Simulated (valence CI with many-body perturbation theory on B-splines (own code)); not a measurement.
**Energy levels of Rb23+**

Computed by relativistic CI+MBPT: four valence electrons over a frozen Dirac-Fock core [Ne], a basis of 11 s, 11 p, 10 d, 8 f, 5 g, 2 h functions for each j, with the one-electron correlation potential Σ1, the two-electron term Σ2, the three-electron term Σ3, Breit, model QED; selected CI, second order for the rest, scaled by the run's own slope (own B-spline code, finite nucleus).

No measured spectrum was set against this ion. As an estimate, levels of excited configurations hold to 0.05 to 0.15 % of their energy, terms of the ground configuration to about 0.5 %. Among the levels kept, up to 740 cm⁻¹ of a level comes from second order outside the variational space, and about a tenth of that is noise between levels of different J, which matters for small intervals.

Levels 46 to 90 of 173, with energies above the lowest level, 3s²3p² ³P_0. "Leading %" is the weight of the configuration and term that name the level; weights of strongly mixed levels are sums over their largest components and can fall short, so below about 35 % the name and the second component can differ from the true leading terms, or belong to a minority configuration. Lifetimes count E1, E2, E3, M1 and M2 decay at the calculated energies, and are blank where another channel may lead or the interval is too uncertain; long ones can be off by a factor of two.

```tsv
No.	Configuration	Term	J	E (eV)	Leading %	Second component	Lifetime	g
46	3s3p²3d	⁵P	1	174.35	87	5 % 3s3p²3d ³P	8.75 ps	2.389
47	3s3p²3d	³P	2	174.43	33	25 % 3p⁴ ³P	9.77 ps	1.400
48	3s3p²3d	³F	4	176.23	53	29 % 3s3p²3d ⁵D	564 ps	1.304
49	3s3p²3d	³P	0	179.03	40	38 % 3p⁴ ¹S	40.4 ps	
50	3s3p²3d	³P	1	179.64	26	20 % 3p⁴ ³P	9.36 ps	1.120
51	3s3p²3d	³F	2	180.88	44	20 % 3s3p²3d ³D	15.1 ps	0.980
52	3s3p²3d	³G	3	181.15	73	20 % 3s3p²3d ¹F	29.4 ps	0.820
53	3s3p²3d	³G	4	183.98	82	12 % 3s3p²3d ³F	37.9 ps	1.079
54	3s3p²3d	³D	3	184.81	62	12 % 3s3p²3d ¹F	14.6 ps	1.224
55	3s3p²3d	³D	1	185.93	50	26 % 3s3p²3d ³P	16.1 ps	0.934
56	3s3p²3d	¹G	4	186.02	60	18 % 3s3p²3d ³F	54.3 ps	1.067
57	3s3p²3d	³F	3	187.01	36	31 % 3s3p²3d ¹F	14.1 ps	1.044
58	3s3p²3d	³P	0	187.05	34	26 % 3p⁴ ³P	11.2 ps	
59	3s3p²3d	³G	5	187.75	90	9 % 3s3p²3d ⁵F	59.3 ps	1.217
60	3s3p²3d	³D	2	188.24	55	10 % 3s3p²3d ³F	9.85 ps	1.092
61	3s3p²3d	³D	1	189.13	67	26 % 3s3p²3d ¹P	9.22 ps	0.685
62	3s3p²3d	³D	1	190.16	76	13 % 3s3p²3d ¹P	9.88 ps	0.660
63	3s3p²3d	³D	3	190.69	51	33 % 3s3p²3d ³F	8.97 ps	1.240
64	3s3p²3d	³P	0	191.16	73	10 % 3s²3d² ³P	9.82 ps	
65	3s3p²3d	³D	2	191.65	64	16 % 3s3p²3d ³F	11.4 ps	1.085
66	3s3p²3d	³P	1	192.79	53	14 % 3s3p²3d ³S	11.1 ps	1.485
67	3s3p²3d	³D	2	194.81	39	16 % 3s3p²3d ³P	10.2 ps	1.213
68	3s3p²3d	³F	2	195.57	47	11 % 3s3p²3d ³P	7.26 ps	0.968
69	3s3p²3d	³F	3	196.08	48	31 % 3s3p²3d ³D	8.19 ps	1.168
70	3s3p²3d	³F	4	196.21	72	12 % 3s3p²3d ¹G	9.12 ps	1.203
71	3s3p²3d	³D	1	197.18	30	25 % 3s3p²3d ³S	8.54 ps	1.207
72	3s3p²3d	³D	2	197.92	44	9 % 3s3p²3d ³P	9.16 ps	1.152
73	3s3p²3d	³D	3	198.96	61	12 % 3s3p²3d ¹F	17.2 ps	1.223
74	3s3p²3d	³S	1	201.18	50	28 % 3s3p²3d ¹P	10.0 ps	1.526
75	3s3p²3d	¹D	2	204.29	30	24 % 3s²3d² ¹D	8.13 ps	1.096
76	3s3p²3d	³F	4	204.94	87	5 % 3s3p²3d ³G	9.28 ps	1.231
77	3s3p²3d	³D	3	205.84	73	19 % 3s3p²3d ³F	10.4 ps	1.271
78	3s3p²3d	³P	0	208.18	34	32 % 3s3p²3d ¹S	5.06 ps	
79	3s3p²3d	³D	3	209.17	69	13 % 3s3p²3d ³F	6.83 ps	1.261
80	3s3p²3d	³D	2	210.08	67	10 % 3s3p²3d ³F	6.67 ps	1.053
81	3s3p²3d	¹P	1	210.28	51	19 % 3s3p²3d ³D	5.26 ps	1.000
82	3s3p²3d	¹D	2	210.74	43	22 % 3s3p²3d ³P	7.47 ps	1.163
83	3s3p²3d	³D	1	212.13	78	9 % 3s3p²3d ³P	6.01 ps	0.655
84	3s3p²3d	³P	2	214.65	39	28 % 3s3p²3d ¹D	5.34 ps	1.264
85	3s3p²3d	³P	1	219.38	51	36 % 3s3p²3d ¹P	4.50 ps	1.289
86	3s3p²3d	³P	0	220.55	41	14 % 3p⁴ ³P	4.07 ps	
87	3s3p²3d	¹F	3	221.00	82	7 % 3s²3d² ³F	4.43 ps	1.022
88	3s²3d²	³F	2	221.59	67	16 % 3s3p²3d ³F	4.85 ps	0.721
89	3s²3d²	³F	3	223.42	67	18 % 3s3p²3d ³F	5.44 ps	1.086
90	3s²3d²	³F	4	224.33	78	16 % 3s3p²3d ³F	6.01 ps	1.245
```

Names give the largest LS component (configuration and term), which can be under half, so a name can repeat, a term be missing and a line seem to break the LS rules; names also repeat where a configuration has a term twice.

Where two levels of one J and parity lie close, their mixing, g and order are uncertain.
